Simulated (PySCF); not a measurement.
IIn, neutral, multiplicity 1. Atoms are numbered in the order given.

```xyz
2

In     0.0000     0.0000    -1.4401
I      0.0000     0.0000     1.3314
```
Charge 0, spin multiplicity 1.

Geometry optimised at PBE0-D3(BJ)/def2-TZVP. The def2 effective core potentials stand for the cores of I, In; spin–orbit coupling is left out.

These are PBE0-D3(BJ)/def2-TZVP run with PySCF values and carry that method's errors.

Frequencies are harmonic and unscaled.

Computed vibrational spectrum:
| mode | ν (cm⁻¹) | IR (km/mol) | Raman (Å⁴/amu) | depolarisation | moving atoms (share of kinetic energy) |
|---|---|---|---|---|---|
| 1 | 174 | 32.9 | 7.9 | 0.35 | In 52 %, I 48 % |
